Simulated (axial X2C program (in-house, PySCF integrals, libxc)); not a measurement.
## WBr: nuclear properties from DFT to coupled cluster

Calculated with an axial X2C code built on PySCF integrals: two-component X2C with atomic mean-field Coulomb and Gaunt terms, Gaussian nuclei, basis W dyall-acv3z, Br dyall-acv3z with contracted cores.

R = 2.413 Å (near the PBE0 minimum at charge 0 of the determinant lowest at the starting distance; the state shown can have its own minimum elsewhere); state Ω = 5/2 (⟨Sz⟩ = 2.47, ⟨Lz⟩ = 0.03 at PBE0).

```
level  Eeff magnitude (GV/cm)  Ws magnitude W (kHz)  A∥/gI W (MHz)  A∥/gI Br (MHz)  μ (D)
 PBE0                    20.8                  8.71           1950           -6.72  -3.17
   HF                    27.1                  11.4           1620           -15.8  -3.90
B3LYP                    24.2                  9.99           2010           -1.96  -2.96
```

Eeff is the effective electric field on the electron electric dipole moment in this Ω state and Ws the scalar–pseudoscalar constant of the nucleus named (defined with the proton number Z and per Ω); A∥ (defined per Ω) follows by multiplying with gI = μI/(I μN); μ is positive if the Br end (last atom) is positive. The operators were transformed with the bare-nucleus X2C matrices; with these basis sets, hyperfine constants and field gradients can be off by tens of per cent, and where levels differ in sign neither size nor sign is settled.

Finite-field MP2, CCSD and CCSD(T), with 13 electrons correlated in 130 natural virtual spinors (MP2 remainder added):

```tsv
level	Eeff magnitude (GV/cm)	Ws magnitude W (kHz)	A∥/gI W (MHz)	A∥/gI Br (MHz)	μ (D)
MP2	21.5	9.14	1520	-7.06	-3.50
CCSD	22.9	9.67	1530	-8.22	-3.46
CCSD(T)	22.7	9.6	1520	-6.92	-3.32
```

T1 = 0.019 (Lee–Taylor). One unrestricted determinant, the lowest of a limited PBE0 search, is the reference; the functionals treat spin collinearly. With several open shells it need not be a pure state. Correlation of the inner shells is missing, which matters for properties at the nucleus. Number of frozen shells: W 5 s, 4 p, 2 d, 1 f; Br 3 s, 2 p, 1 d.

(1) By how much does correlation change each value, CCSD(T) against HF?

Answers

(1) Eeff magnitude -16 %; Ws magnitude W -16 %; A∥/gI W -6 %; A∥/gI Br -56 %; μ -15 %.
